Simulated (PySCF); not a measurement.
C3H6O3Si.
Cartesian coordinates in Å at the GFN2-xTB level; atoms count from 1:
```xyz
13
C3H6O3Si angstrom
C      2.184   -0.312    0.150
Si     0.483   -0.327   -0.660
O     -0.660   -1.081    0.244
C     -1.731   -0.241    0.556
C     -1.417    1.161    0.037
O     -2.119    2.118    0.168
O     -0.249    1.173   -0.589
H      2.157    0.069    1.169
H      2.871    0.303   -0.420
H      2.592   -1.316    0.180
H      0.413   -0.734   -2.057
H     -2.649   -0.602    0.083
H     -1.880   -0.210    1.639
```

NICS is the negative of the GIAO shielding at a point without a nucleus: at the ring centre (0) and 1 Å above and below it (1); zz is the component along the ring normal. Level: GIAO PBE0/pcSseg-1 (PySCF, non-relativistic, gas phase) on the GFN2-xTB geometry, one conformer.

Ring bond lengths (Å), with Mayer bond orders in brackets: Si2–O3 1.640 (1.00), O3–C4 1.396 (0.90), C4–C5 1.527 (1.01), C5–O7 1.326 (1.05), O7–Si2 1.671 (0.87).

Problem. Give the NICS values of each ring in ppm.

Solution. 
```
           ring                                                      type  NICS(0)  NICS(1), two faces  NICS(1)zz, two faces  rms pucker (Å)  centre to ring atoms, mean (Å)
Si2–O3–C4–C5–O7  5-membered ring with 2 O and Si; formal bonds all single     -4.2         -2.2 / -2.0           -3.2 / -4.1            0.02                            1.28
```

Problem. What do they say, and how far can they be read as aromaticity?

Solution. 
- Si2–O3–C4–C5–O7: mean NICS(1)zz -3.6 ppm, shielded. Si2, C4 have four or more neighbours; no verdict on aromaticity is drawn.

Problem. What is the mean of the two in-plane components of NICS at the first NICS(1) probe listed for ring Si2–O3–C4–C5–O7, 1 Å off the ring?

Solution. The isotropic value is a third of the trace: (3 × -2.2 − (-3.2))/2 = -1.7 ppm.

Problem. List the ring angles and the Hirshfeld charges of the ring atoms.

Solution. 
- Si2–O3–C4–C5–O7: Si2 94.8° (+0.507 e), O3 112.4° (-0.246 e), C4 108.6° (+0.001 e), C5 110.5° (+0.202 e), O7 113.4° (-0.202 e); sum 539.7° against 540° for a flat convex ring.

Problem. What are the shieldings of the ring atoms and their hydrogens in the same run (means over atoms taken as equivalent)?

Solution. 
| atoms | environment | σ isotropic (ppm) | principal values of the symmetric part, first atom (ppm) |
| --- | --- | --- | --- |
| Si2 | oxygen-bound silicon | 334.9 | 278.0, 343.4, 383.4 |
| O3 | silyl ether oxygen | 302.0 | 265.1, 282.5, 358.3 |
| C4 | sp3 carbon bound to oxygen | 120.6 | 101.0, 102.7, 158.2 |
| C5 | carbonyl carbon | 12.1 | -86.3, 58.8, 63.7 |
| O7 | oxygen singly bound to a carbonyl carbon | 112.4 | -73.1, 186.2, 224.1 |
| H11 | Si–H hydrogen | 26.34 | 22.9, 23.7, 32.4 |
| H12 | methylene hydrogen | 27.29 | 23.0, 26.1, 32.8 |
| H13 | methylene hydrogen | 27.25 | 23.1, 26.2, 32.5 |
